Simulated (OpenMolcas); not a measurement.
# Sb3+: CASPT2 settings compared

```
Program             : OpenMolcas
Basis               : ANO-RCC-VDZP [6s5p3d1f]
Scalar Hamiltonian  : DKH4, point nucleus
Active space        : 2 electrons in 8 orbitals (5s 5p 6s 6p)
State averaging     : 2S+1 = 1 even, 7 roots; 2S+1 = 3 even, 3 roots kept (CI in the orbitals of an earlier block); 2S+1 = 1 odd, 3 roots; 2S+1 = 3 odd, 3 roots kept (CI in the orbitals of an earlier block)
Spin-orbit coupling : state interaction with AMFI integrals over the reference wave functions, term energies averaged over their components
```

Methods on the same reference wave functions:
A. CASSCF
B. SS-CASPT2, IPEA 0.5 Eh, imaginary shift 0.3 Eh (closed shells correlated: 4d)
C. SS-CASPT2, IPEA 0.15 Eh, imaginary shift 0.3 Eh (closed shells correlated: 4s 4p 4d)
D. MS-CASPT2, IPEA 0.15 Eh, imaginary shift 0.3 Eh (closed shells correlated: 4s 4p 4d)
E. XMS-CASPT2, IPEA 0 Eh, no level shift (closed shells correlated: 4d)

Energies in cm-1 above 5s2 1S0, the measured ground level; measured values from Moore, Atomic Energy Levels, vol. III, NSRDS-NBS 35 (1971 reprint of NBS Circular 467, 1958).

| Level | A | B | C | D | E | Measured |
| --- | --- | --- | --- | --- | --- | --- |
| 5s2 1S0 | 0.0 | 0.0 | 0.0 | 0.0 | 0.0 | 0.0 |
| 5s 5p 3P* 0 | 60341 | 62900 | 63060 | 63450 | 63580 |  |
| 5s 5p 3P* 1 | 62543 | 65010 | 65150 | 65540 | 65670 | 66700 |
| 5s 5p 3P* 2 | 67719 | 70280 | 70430 | 70830 | 70960 | 72560 |
| 5s 5p 1P* 1 | 103023 | 94320 | 93850 | 94240 | 93990 | 95952 |
| 5p2 3P0 | 149831 | 149990 | 150380 | 150760 | 150410 | 152076 |
| 5p2 3P1 | 153312 | 153670 | 154080 | 154470 | 154090 | 156388 |

Deviations, from unrounded energies. A percentage is the sum of absolute deviations over the sum of measured energies, with the sign that they share, or ± where signs differ.

| Against measurement | Levels | A | B | C | D | E |
| --- | --- | --- | --- | --- | --- | --- |
| mean absolute deviation (cm-1) | 5 | 4300 | 2100 | 2000 | 1600 | 1700 |
| other configurations (%) | 5 | ±3.9 | -1.9 | -1.8 | -1.4 | -1.6 |

D lies closest to measurement on these levels and A furthest from it. The largest miss of D in the table is 5p2 3P1, by -1900 cm-1. The ranking rests on the paired levels alone, and a cruder setting can come out closer through cancelling errors.

Among B to E the level of the table that moves most is 5p2 3P1, by 810 cm-1 (lowest in B, highest in D). Moves below CASPT2's spread within the term are not significant.

The lowest spin-free term lies below A's lowest term by 0.302 hartree in B, 0.363 hartree in C, 0.365 hartree in D, 0.309 hartree in E.

Over all roots computed the reference weight is 0.86 to 0.95 in E; the roots of lowest weight are the least certain, and an intruder state may touch them. Terms from blocks run as CI alone lack orbitals of their own. Active for correlation alone: 6p 6s; no level in the range computed is led by a configuration that fills them, so any true level of that kind is missing. The ¹D term of p² mixes with s d, which this space lacks. The basis is small and was not contracted for so high a charge. Measured partners are found by configuration, term and J. A level has none where our copy of the source lacks it or the pairing is in doubt (some pairs that miss far off the trend of their configuration count as doubtful), and it then counts in no deviation. Only configurations of the active space appear. Levels that lie high or do not pair safely by name in every column are left out.

* marks odd parity.
